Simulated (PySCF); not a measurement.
Species, as SMILES: C=[SiH2] (CH2-SiH2).
Geometry (B3LYP-D3(BJ)/def2-TZVP, fixed):
```xyz
6

C     -1.1498    -0.0548    -0.0450
Si     0.5479     0.0261     0.0215
H     -1.7685     0.8316    -0.0996
H     -1.6839    -0.9961    -0.0356
H      1.3979    -1.1745     0.0958
H      1.2833     1.3023     0.0091
```
Charge 0, spin multiplicity 1.

How fast the isotropic shielding of H3 converges with the basis for several methods (PySCF): deviation from each method's own reference, in ppm. References: HF 26.62 ppm, the value in pcseg-3; PBE 25.47 ppm, the value in pcseg-3; PBE0 25.64 ppm, the value in pcseg-3. All functions are spherical. Core-valence sets carry the plain set on hydrogen. No added dispersion term, no relativity. GIAO; atoms are numbered in the order shown.

```
basis            functions     HF    PBE   PBE0
---------------  ---------  -----  -----  -----
3-21G                   30   0.36   0.87   0.78
6-31G                   30   0.10   0.68   0.57
6-31G*                  40   0.65   0.70   0.69
6-31+G*                 48   0.83   0.82   0.83
6-311+G**               76   0.12   0.29   0.24
6-311++G(2d,2p)        102   0.08   0.17   0.15
pcseg-2                120  -0.06  -0.02  -0.03
cc-pV(T+d)Z            125   0.10   0.09   0.09
cc-pCVTZ               158   0.09   0.09   0.08
aug-pcseg-2            188   0.05   0.07   0.07
aug-cc-pV(T+d)Z        193   0.10   0.11   0.11
pcseg-3                256   0.00   0.00   0.00
```

Mean absolute deviation over 6-311+G**, 6-311++G(2d,2p), pcseg-2, cc-pV(T+d)Z, cc-pCVTZ, aug-pcseg-2, aug-cc-pV(T+d)Z: HF 0.09, PBE0 0.11, PBE 0.12 ppm.
